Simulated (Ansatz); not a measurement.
Geometry optimisation, Ansatz, DFT LDA, scalar-relativistic, plane waves, PAW.

The input (input.yaml):

```yaml
crystal:
  lattice:
    - [0.0, 5.43, 5.43]
    - [5.43, 0.0, 5.43]
    - [5.43, 5.43, 0.0]
  atoms:
    - { symbol: Si, position: [0.0, 0.0, 0.0] }
    - { symbol: Si, position: [0.125, 0.125, 0.125] }
    - { symbol: Si, position: [0.0, 0.0, 0.5] }
    - { symbol: Si, position: [0.125, 0.125, 0.625] }
    - { symbol: Si, position: [0.0, 0.5, 0.0] }
    - { symbol: Si, position: [0.125, 0.625, 0.125] }
    - { symbol: Si, position: [0.0, 0.5, 0.5] }
    - { symbol: Si, position: [0.125, 0.625, 0.625] }
    - { symbol: Si, position: [0.5, 0.0, 0.0] }
    - { symbol: Si, position: [0.625, 0.125, 0.125] }
    - { symbol: Si, position: [0.5, 0.0, 0.5] }
    - { symbol: Si, position: [0.625, 0.125, 0.625] }
    - { symbol: Si, position: [0.5, 0.5, 0.0] }
    - { symbol: Si, position: [0.625, 0.625, 0.125] }
    - { symbol: Si, position: [0.5, 0.5, 0.5] }
    - { symbol: Si, position: [0.625, 0.625, 0.625] }
    - { symbol: C, position: [0.81112817, 0.82106027, 0.55588295], spin: 1.0 }
magnetization:
  spin_polarized: true
basis:
  ecutwfc: 420.0
kpoints:
  mp_grid: { grid: [2, 2, 2] }
hamiltonian:
  xc: lda
  pseudopotentials: { kind: paw, azcp: { folder: soft_1 } }
scf:
  occupations: { method: gaussian, width: 0.02 }
  lower_state_search: "off"
relax:
  f_tol: 0.03
  max_steps: 60
  adjacent_minimum: "off"
```

Launched with:

```bash
$ ansatz run input.yaml --threads 2 --pin off --max-ram 5120MiB --backend cpu --events-out ev --progress --plain --runs-dir out
```

Q: Where does it end, and by what steps?

A: The run converged. Limits of this set-up: coarse k mesh, PAW files made for another functional. After 11 steps the energy has fallen by 1.265 eV; C17 moved furthest, 1.07 Å.

```json
{"step": "0", "energy less start (eV)": "0.0000", "largest force component (eV/Å)": "0.513", "accepted": "yes"}
{"step": "1", "energy less start (eV)": "-0.1266", "largest force component (eV/Å)": "0.294", "accepted": "yes"}
{"step": "2", "energy less start (eV)": "-0.1620", "largest force component (eV/Å)": "0.285", "accepted": "yes"}
{"step": "3", "energy less start (eV)": "-0.1919", "largest force component (eV/Å)": "0.578", "accepted": "yes"}
{"step": "4", "energy less start (eV)": "-0.4172", "largest force component (eV/Å)": "0.928", "accepted": "yes"}
{"step": "5", "energy less start (eV)": "-0.6075", "largest force component (eV/Å)": "2.234", "accepted": "yes"}
{"step": "6", "energy less start (eV)": "-0.8847", "largest force component (eV/Å)": "1.779", "accepted": "yes"}
{"step": "7", "energy less start (eV)": "-1.1590", "largest force component (eV/Å)": "0.495", "accepted": "yes"}
{"step": "8", "energy less start (eV)": "-1.2551", "largest force component (eV/Å)": "0.099", "accepted": "yes"}
{"step": "9", "energy less start (eV)": "-1.2618", "largest force component (eV/Å)": "0.130", "accepted": "yes"}
{"step": "10", "energy less start (eV)": "-1.2636", "largest force component (eV/Å)": "0.044", "accepted": "yes"}
{"step": "11", "energy less start (eV)": "-1.2652", "largest force component (eV/Å)": "0.019", "accepted": "yes"}
```

```xyz
17
Lattice="0.0000 5.4300 5.4300 5.4300 0.0000 5.4300 5.4300 5.4300 0.0000" Properties=species:S:1:pos:R:3
Si -0.167 -0.037 0.034
Si 1.293 1.268 1.331
Si 2.484 2.582 -0.148
Si 3.809 4.080 1.340
Si 2.637 -0.021 2.751
Si 3.995 1.364 4.064
Si 5.248 2.772 2.661
Si 6.648 4.055 4.032
Si 0.229 2.979 2.457
Si 1.299 4.092 4.171
Si 2.487 5.563 2.846
Si 4.716 6.942 3.907
Si 2.649 2.677 5.459
Si 3.962 4.129 6.739
Si 5.442 5.424 5.445
Si 6.654 6.832 6.813
C 8.390 7.021 9.261
```

Time of the run: 88 s on 2 threads of Arm Neoverse V1, with other jobs on the host, peak memory 0.64 GiB.
